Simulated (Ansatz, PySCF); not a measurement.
C2H3, SMILES [CH2+][CH] (connectivity only; charge and spin as stated), charge +1, multiplicity 1. Atoms are numbered in the order given.

```xyz
5

C      0.0000     0.0000    -0.6100
C      0.0000     0.0000     0.6417
H      0.0000     0.0000     1.7230
H      0.0000    -0.9394    -1.1845
H      0.0000     0.9394    -1.1845
```
Charge +1, spin multiplicity 1.

Geometry optimised at B3LYP-D3(BJ)/def2-TZVP.

Two levels are set side by side: PBE-D3(BJ)/def2-TZVP (Ansatz, a first-principles code) and B3LYP-D3(BJ)/def2-TZVP (Ansatz). Each level has its own optimised geometry; the coordinates shown are those of the second. Frequencies come from the Hessian of PySCF at each geometry. Differences are taken from unrounded values.

```csv
quantity,B3LYP-D3(BJ)
mean bond length (Å),1.134
bond C1–C2 (Å),1.252
bond C1–H4 (Å),1.101
bond C1–H5 (Å),1.101
bond C2–H3 (Å),1.081
highest harmonic wavenumber (cm⁻¹),3290
mean harmonic wavenumber (cm⁻¹),1687
zero-point energy (kcal/mol),21.70
```

Task: What does PBE-D3(BJ) give, and how far is it from B3LYP-D3(BJ)? (Estimate from the structure and the level; the computed values follow.)

Result: 
| quantity | PBE-D3(BJ) | PBE-D3(BJ) minus B3LYP-D3(BJ) |
|---|---|---|
| mean bond length (Å) | 1.142 | 0.009 |
| bond C1–C2 (Å) | 1.257 | 0.005 |
| bond C1–H4 (Å) | 1.112 | 0.010 |
| bond C1–H5 (Å) | 1.112 | 0.010 |
| bond C2–H3 (Å) | 1.090 | 0.009 |
| highest harmonic wavenumber (cm⁻¹) | 3223 | -66 |
| mean harmonic wavenumber (cm⁻¹) | 1629 | -57 |
| zero-point energy (kcal/mol) | 20.96 | -0.74 |

Exact exchange shortens and stiffens bonds; PBE has none. Differences between two approximate levels are no errors against the true value.
